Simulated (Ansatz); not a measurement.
One change: `C[SiH2]C(F)Br` becomes `O[SiH2]C(F)Br`.

Ansatz, PBE0-D4/def2-TZVP geometries, multiplicity 1. Each molecule was computed in one conformer, which needn't be the lowest.

Scalar relativity is left out up to krypton.

| property | `C[SiH2]C(F)Br` |
| --- | --- |
| HOMO–LUMO gap (B3LYP/def2-TZVPP) / eV | 6.99 |
| LUMO energy (PBE/def2-TZVPP) / eV | -1.42 |
| size of the dipole moment (B3LYP/def2-TZVPP) / D | 1.62 |
| LUMO energy (PBE0/def2-TZVPP) / eV | -0.44 |
| size of the dipole moment (PBE/def2-TZVPP) / D | 1.48 |
| LUMO energy (B3LYP/def2-TZVPP) / eV | -0.70 |

Task: Give the same properties after the change, and the shifts. (Best estimate.)

Result: Computed: 
```json
{"property": "HOMO–LUMO gap (B3LYP/def2-TZVPP) / eV", "`O[SiH2]C(F)Br`": "6.92", "shift": "-0.07"}
{"property": "LUMO energy (PBE/def2-TZVPP) / eV", "`O[SiH2]C(F)Br`": "-1.50", "shift": "-0.08"}
{"property": "size of the dipole moment (B3LYP/def2-TZVPP) / D", "`O[SiH2]C(F)Br`": "1.49", "shift": "-0.13"}
{"property": "LUMO energy (PBE0/def2-TZVPP) / eV", "`O[SiH2]C(F)Br`": "-0.54", "shift": "-0.10"}
{"property": "size of the dipole moment (PBE/def2-TZVPP) / D", "`O[SiH2]C(F)Br`": "1.40", "shift": "-0.08"}
{"property": "LUMO energy (B3LYP/def2-TZVPP) / eV", "`O[SiH2]C(F)Br`": "-0.80", "shift": "-0.10"}
```

Dipoles are sizes alone; their direction can turn.

B3LYP here is the variant with VWN-RPA as its local correlation; programs differ in this.

Spin–orbit coupling is left out; it splits and shifts lone-pair levels of the heavy atoms by tenths of an eV.
